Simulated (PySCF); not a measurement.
This PySCF input asks for the NMR shieldings of `C[P@+]1([BH3-])CCC(C)=C1C`, C₇H₁₆BP; the geometry comes from GFN2-xTB.

```python
import basis_set_exchange as bse
import numpy as np
from pyscf import gto, dft
from pyscf.prop import nmr

atoms = """
B    -2.630805    0.280795   -1.208963
P    -1.193337   -0.142098   -0.009302
C    -1.552985    0.093916    1.782429
C    -0.439886   -1.829110   -0.083386
C     1.063629   -1.667673    0.166007
C     1.441707   -0.233997   -0.094574
C     2.890070    0.127692   -0.198053
C     0.437260    0.640421   -0.188729
C     0.553504    2.108457   -0.435721
H    -2.907974    1.418440   -0.979171
H    -2.195633    0.101726   -2.303207
H    -3.498303   -0.481639   -0.907330
H    -0.714939   -0.218883    2.402357
H    -1.764076    1.147682    1.955995
H    -2.441086   -0.483287    2.034218
H    -0.917402   -2.511495    0.620811
H    -0.623315   -2.207758   -1.091687
H     1.641486   -2.335803   -0.476611
H     1.318328   -1.919046    1.200781
H     3.148128    0.891550    0.534767
H     3.109253    0.534103   -1.185337
H     3.521175   -0.741809   -0.033934
H     1.276901    2.315812   -1.223530
H    -0.414666    2.506620   -0.733726
H     0.882031    2.629529    0.465031
"""
names = dict.fromkeys(["B", "P", "C", "H"], "pcSseg-1")
basis = {el: gto.basis.parse(bse.get_basis(n, elements=[el], fmt="nwchem")) for el, n in names.items()}
mol = gto.M(atom=atoms, basis=basis, charge=0, verbose=0)
mf = dft.RKS(mol, xc="PBE0")
mf.grids.level = 2
mf.grids.alignment = dft.numint.BLKSIZE   # the property module wants whole blocks of grid points
mf.conv_tol = 1e-9
mf.kernel()

calc = nmr.RKS(mf)   # GIAO
C = mf.mo_coeff
Co = C[:, mf.mo_occ > 0]
resp = mf.gen_response(singlet=True, hermi=2)
def vind(x):   # induced exchange potential for any number of trial vectors
    d = np.einsum("pi,xij,qj->xpq", C, 2 * x.reshape(-1, C.shape[1], Co.shape[1]), Co, optimize=True)
    return np.einsum("xpq,pi,qj->xij", resp(d - d.transpose(0, 2, 1)), C, Co, optimize=True).ravel()
mo1, _ = nmr.rhf.solve_mo1(calc, with_cphf=vind)
sigma = calc.kernel(mo1)
for i, s in enumerate(sigma):   # ppm
    print("%2d %-2s %9.2f" % (i, mol.atom_pure_symbol(i), np.trace(s) / 3))
```

Question: What does it print?

Answer: 
```
 0 B     149.21
 1 P     275.89
 2 C     171.47
 3 C     159.44
 4 C     144.68
 5 C      31.29
 6 C     169.18
 7 C      49.91
 8 C     174.31
 9 H      30.83
10 H      31.12
11 H      30.89
12 H      30.63
13 H      30.33
14 H      30.57
15 H      30.06
16 H      29.65
17 H      29.06
18 H      28.86
19 H      29.83
20 H      29.68
21 H      29.97
22 H      29.88
23 H      29.35
24 H      30.09
```

These numbers come from an equivalent density-fitted implementation of the same equations, which agrees with the script to about 0.01 ppm for H and up to a few tenths of a ppm for heavy atoms, so last digits may differ.

Size and cost of the density-fitted run: 240 basis functions, about 2.7 core-minutes.
